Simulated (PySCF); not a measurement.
C₅H₆.

```xyz
11

C      2.2808     0.1827     0.0000
C      1.1189    -0.1647     0.0000
C     -0.2622    -0.5755     0.0000
C     -1.3038     0.2396     0.7492
C     -1.3038     0.2396    -0.7492
H      3.3094     0.4886     0.0000
H     -0.4117    -1.6610     0.0000
H     -0.9526     1.1362     1.2655
H     -2.0858    -0.3146     1.2749
H     -2.0858    -0.3146    -1.2749
H     -0.9526     1.1362    -1.2655
```

The structure is a stationary point at B3LYP-D3(BJ)/def2-SVP.

All values below come from PySCF with PBE/pcSseg-1. Non-relativistic, no solvent.

Computed absolute GIAO shielding of each atom: isotropic value and principal components (ppm):
| atom | σ(iso) | σ11 | σ22 | σ33 | span |
|---|---|---|---|---|---|
| C1 | 114.1 | 37.2 | 44.4 | 260.7 | 223.5 |
| C2 | 90.8 | -13.5 | -6.4 | 292.3 | 305.8 |
| C3 | 176.4 | 146.1 | 159.1 | 224.2 | 78.0 |
| C4 | 167.6 | 137.1 | 165.6 | 200.1 | 63.0 |
| C5 | 167.6 | 137.1 | 165.6 | 200.1 | 63.0 |
| H6 | 29.8 | 24.5 | 24.8 | 40.2 | 15.7 |
| H7 | 30.0 | 22.5 | 27.9 | 39.4 | 16.9 |
| H8 | 30.6 | 25.6 | 28.0 | 38.1 | 12.6 |
| H9 | 30.5 | 25.2 | 26.5 | 39.8 | 14.6 |
| H10 | 30.5 | 25.2 | 26.5 | 39.8 | 14.6 |
| H11 | 30.6 | 25.6 | 28.0 | 38.1 | 12.6 |
